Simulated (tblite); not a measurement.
Species: C3H10N3Si2 (doublet state).
Z-matrix (Å and degrees, GFN2-xTB geometry), rows numbered from 1:
```
N 
C   1  1.4218
C   2  1.4587  1   98.49
C   3  1.2129  2  170.47  1    -7.43
Si  4  1.8485  3  159.71  2    -6.13
N   5  1.7217  4  117.27  3   109.42
Si  5  2.3268  4  100.54  3    -8.42
N   7  1.7039  5  108.57  4    21.99
H   1  1.0183  2  110.68  3   -91.53
H   2  1.0966  1  109.84  3  -114.40
H   2  1.1006  1  116.63  3   119.71
H   5  1.4660  4  108.55  3  -133.81
H   6  1.0069  5  119.67  4   -65.14
H   6  1.0071  5  120.04  4    76.55
H   7  1.4759  5  107.33  4  -103.98
H   7  1.4700  5  111.61  4   138.68
H   8  1.0069  7  120.13  5  -176.11
H   8  1.0270  7  123.45  5   -30.40
```

Computed with GFN2-xTB (tblite): harmonic, unscaled wavenumbers at the GFN2-xTB geometry, gas phase. This tight-binding method is rough: wavenumbers can miss measured ones by several per cent, in bad cases by 10 to 20. Modes of hydrogen on silicon can be 10 to 20 % off. One conformer, not necessarily the lowest. Open shells enter through the occupations alone, without spin polarisation, and single modes of such species can be off by tens of per cent.

Harmonic wavenumbers (cm⁻¹): 45.6, 66.0, 86.8, 119.5, 136.8, 153.3, 202.3, 222.6, 225.2, 281.4, 291.3, 308.5, 367.2, 416.1, 432.4, 435.8, 485.7, 558.6, 563.2, 571.9, 657.3, 673.1, 707.1, 806.7, 814.4, 830.5, 899.3, 928.4, 954.1, 1043.6, 1079.4, 1115.0, 1227.8, 1295.4, 1431.5, 1503.6, 1522.9, 2124.3, 2182.1, 2204.0, 2213.5, 2832.4, 2904.8, 3063.0, 3336.7, 3471.2, 3486.9, 3508.0.

A = 1830, B = 962.2, C = 700.3 MHz; mass 144.041 u (most abundant isotopes); point group C1, symmetry number 1; spin multiplicity 2.

Q: Zero-point energy?

A: ½Σν̃ = 27394 cm⁻¹ = 327.70 kJ/mol.

Q: Give the ideal-gas entropy at 400 K and 1 bar in the rigid-rotor, harmonic-oscillator model (classical rotation).

A: Translation 176.95, rotation 128.96, vibration 222.14, spin (R ln 2) 5.76: S = 533.8 J/(mol K).

Q: And Cp and H(400 K) − H(0)?

A: Cp = 236.14 J/(mol K), of which vibrations give 202.88 (their classical limit is 48 R = 399.1); H(400 K) − H(0) = 58.80 kJ/mol without the zero-point energy, 45.50 from vibrations.

Q: What must be added to the electronic energy to get the Gibbs energy at 400 K and 1 bar?

A: ZPE + [H(400 K) − H(0)] − T·S = 327.70 + 58.80 − 213.53 = 172.97 kJ/mol.

Q: How do the functions run with temperature in this model?

A: 
```
 T (K)  S (J/(mol K))  Cp (J/(mol K))  H − H(0) (kJ/mol)  G − H(0) (kJ/mol)  ln q(vib)
   150          358.4           128.0              11.87             -41.88       4.02
   250          436.3           179.5              27.35             -81.73       7.71
298.15          469.7           200.2              36.50            -103.55       9.46
   600          639.5           284.9             111.27            -272.44      19.50
   900          764.4           330.5             204.14            -483.83      27.93
```

q(vib) and H(0) count from the zero-point level.

Q: Which modes carry the vibrational entropy at 400 K?

A: 45.6 cm⁻¹: 23.35; 66.0 cm⁻¹: 20.29; 86.8 cm⁻¹: 18.03; 119.5 cm⁻¹: 15.40; 136.8 cm⁻¹: 14.29; 153.3 cm⁻¹: 13.37 J/(mol K); the other 42 give 117.41 together.

Q: Blend soft modes into free rotors: weight 1/[1 + (100 cm⁻¹/ν̃)⁴] for the oscillator and the rest for a rotor with moment μB/(μ + B), μ = h/(8π²ν), B = 10⁻⁴⁴ kg m². What vibrational entropy results?

A: 206.39 J/(mol K) in place of 222.14, which changes −T·S at 400 K by +6.30 kJ/mol.

Hindered rotation and anharmonicity are outside this model. Other conformers, if any are populated, would add a mixing term that is left out. The structure is chiral; the term R ln 2 for an equal mix with its mirror image is left out.
